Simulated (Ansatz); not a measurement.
The same group exchange along the group O, Se, Te.

Isolated molecules relaxed with PBE0-D4/def2-TZVP in Ansatz; ΔE leaves out vibrations. CBS: MP2 limit from def2 TZ/QZ plus the TZ coupled-cluster correction, frozen cores. This one scheme is used for every species. Functionals use def2-TZVPP. B3LYP here is the variant with VWN-RPA as its local correlation; programs differ in this. Elements past krypton have def2 core potentials. For Se, Te outer-core shells are correlated without core-valence functions, which leaves a few kJ/mol of doubt a bond. Scalar relativity is left out up to krypton. One conformer a species, not always the lowest.

| reaction | HF/CBS(def2) (kJ/mol) | B3LYP-D4 (kJ/mol) | PBE0-D4 (kJ/mol) | CCSD(T)/CBS(def2) (kJ/mol) |
| --- | --- | --- | --- | --- |
| `COC` + `BF` → `COBF` + CH₄ | -239 | -243 | -243 | -244 |
| `C[Se]C` + `BF` → `C[Se]BF` + CH₄ | -112 | -126 | -131 | -126 |
| `C[Te]C` + `BF` → `C[Te]BF` + CH₄ | -86 | -100 | -107 | -98 |

Largest T1 diagnostic: 0.013, for `BF`.
